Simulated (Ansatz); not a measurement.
BMe2(PMe2) (C4H12BP). The state is a triplet with charge 0. Geometry r2SCAN-D4/def2-SVP, that of the neutral singlet; atoms count from 1.

```xyz
18

B    -0.8813   -0.3392   -0.0984
C    -1.7939   -0.2171    1.1834
H    -1.3273   -0.8418    1.9720
H    -2.8110   -0.6184    1.0362
H    -1.8719    0.7968    1.6068
C    -1.1502   -1.4903   -1.1413
H    -1.0552   -2.4619   -0.6199
H    -0.4944   -1.5190   -2.0240
H    -2.1984   -1.4550   -1.4899
P     0.4083    0.9870   -0.4471
C     1.8743    0.2101   -1.2704
C     1.0925    1.5878    1.1660
H     2.3776   -0.5355   -0.6337
H     2.6025    0.9888   -1.5451
H     1.5495   -0.2815   -2.1994
H     1.6183    0.7979    1.7267
H     1.7910    2.4203    0.9902
H     0.2697    1.9710    1.7880
```

At PBE0-D4/def2-TZVP a singlet of charge 0 lies 3.16 eV below the triplet at the same geometry.

Q: Estimate the Mulliken populations from the PBE0/def2-TZVP orbitals of Ansatz.

A: 
```json
{"atom": "B1", "charge (e)": "-0.11", "spin (α − β)": "0.89"}
{"atom": "C2", "charge (e)": "-0.45", "spin (α − β)": "-0.03"}
{"atom": "H3", "charge (e)": "0.13", "spin (α − β)": "0.03"}
{"atom": "H4", "charge (e)": "0.13", "spin (α − β)": "0.02"}
{"atom": "H5", "charge (e)": "0.10", "spin (α − β)": "0.01"}
{"atom": "C6", "charge (e)": "-0.44", "spin (α − β)": "-0.04"}
{"atom": "H7", "charge (e)": "0.13", "spin (α − β)": "0.02"}
{"atom": "H8", "charge (e)": "0.09", "spin (α − β)": "0.00"}
{"atom": "H9", "charge (e)": "0.13", "spin (α − β)": "0.04"}
{"atom": "P10", "charge (e)": "0.21", "spin (α − β)": "0.97"}
{"atom": "C11", "charge (e)": "-0.40", "spin (α − β)": "-0.02"}
{"atom": "C12", "charge (e)": "-0.40", "spin (α − β)": "-0.02"}
{"atom": "H13", "charge (e)": "0.15", "spin (α − β)": "0.05"}
{"atom": "H14", "charge (e)": "0.14", "spin (α − β)": "0.02"}
{"atom": "H15", "charge (e)": "0.16", "spin (α − β)": "0.00"}
{"atom": "H16", "charge (e)": "0.15", "spin (α − β)": "0.05"}
{"atom": "H17", "charge (e)": "0.14", "spin (α − β)": "0.02"}
{"atom": "H18", "charge (e)": "0.16", "spin (α − β)": "0.00"}
```
Mulliken values and Mayer orders depend strongly on the basis.

Q: Where does the spin sit?

A: Summed by element: B 0.89, C -0.11, H 0.25, P 0.97, of 2 unpaired in all. Largest on single atoms: P10 0.97, B1 0.89, H13 0.05.

Q: And the Mayer bond orders between bonded heavy atoms (over 0.3)?

A: B1–C2 1.01 (1.58 Å); B1–C6 1.03 (1.58 Å); B1–P10 1.14 (1.88 Å); P10–C11 0.93 (1.85 Å); P10–C12 0.94 (1.85 Å).
